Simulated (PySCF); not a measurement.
Structure problem from calculated spectra and properties.

Formula: C8H8FP.

| Property | Result |
| --- | --- |
| Valence photoelectron | vertical ionisation energy: 8.58 eV [ΔSCF PBE0/def2-SVPD] |
| Rotational structure | rotational constants A, B, C: 1.958, 0.728, 0.547 GHz [PBE0-D3(BJ)/def2-SVP] |
| 13C NMR | chemical shifts (computed TMS as zero) by class: 171.8 (1 C), 146.3 (1 C), 141.8 (1 C), 137.7 (1 C), 135.5 (1 C), 132.8 (1 C), 127.4 (1 C), 122.6 (1 C) ppm [GIAO B3LYP/pcSseg-1] |
| Triplet | lowest triplet excitation (Tamm–Dancoff): 3.89 eV [TDA PBE0/def2-SVPD] |
| UV, strongest line | among the 10 lowest singlet transitions: S3 at 5.33 eV (233 nm, f = 0.199) [TDDFT PBE0/def2-SVPD] |
| UV, first state | lowest singlet excitation: 4.71 eV (263 nm, f = 0.023) [TDDFT PBE0/def2-SVPD] |
| NMR, other nuclei | isotropic shieldings of nuclei other than C and H, by class: 286 (1 F), 343 (1 P) ppm [GIAO B3LYP/pcSseg-1] |

Electronic properties: PySCF, gas phase, density fitting. Levels stand in brackets. Geometry: PBE0-D3(BJ)/def2-SVP, one conformer, isolated molecule. NMR classes are plain means over equivalent atoms (diastereotopic ones count apart unless rotation or inversion swaps them), as if these changed places fast.

Q: Propose a structure and show how it fits.

A: Numbering: `[CH2:1]=[CH:2][PH:3][c:4]1[cH:5][cH:6][cH:7][c:8]([F:9])[cH:10]1`. 8 carbons fall into 8 classes; from least to most shielded: aromatic C–F carbon [C8] (171.8 ppm), alkene CH carbon [C2] (146.3 ppm), substituted aromatic carbon [C4] (141.8 ppm), aromatic CH carbon [C5] (137.7 ppm), aromatic CH carbon [C6] (135.5 ppm), terminal =CH2 carbon [C1] (132.8 ppm), aromatic CH carbon [C10] (127.4 ppm), aromatic CH carbon [C7] (122.6 ppm). The other shieldings belong to: 286 ppm, aryl fluorine [F9]; 343 ppm, phosphine phosphorus [P3]. S1 is mainly HOMO→LUMO (weight 0.97); the largest Löwdin shares of the orbital it empties are 0.44 on the phosphine phosphorus, 0.14 on the terminal =CH2 carbon, 0.14 on the alkene CH carbon and 0.09 on the substituted aromatic carbon, of the orbital it fills 0.19 on the substituted aromatic carbon, 0.17 on an aromatic CH carbon, 0.15 on an aromatic CH carbon and 0.13 on an aromatic CH carbon. The optimised geometry has point group C1 and is an asymmetric top. Structure: `C=CPc1cccc(F)c1`. Computed isomers that give other values at the same levels: `Fc1cccc(C2CC2)p1` (rotational constant A: 2.314 GHz; this holds for the one conformer computed). The assignments are read from this structure; whether some other isomer fits the data as well wasn't checked.

Conformer computed: `[CH2:1]=[CH:2][PH:3][c:4]1[cH:5][cH:6][cH:7][c:8]([F:9])[cH:10]1`: C1–C2–P3–C4 -115°, C2–P3–C4–C5 -145°.
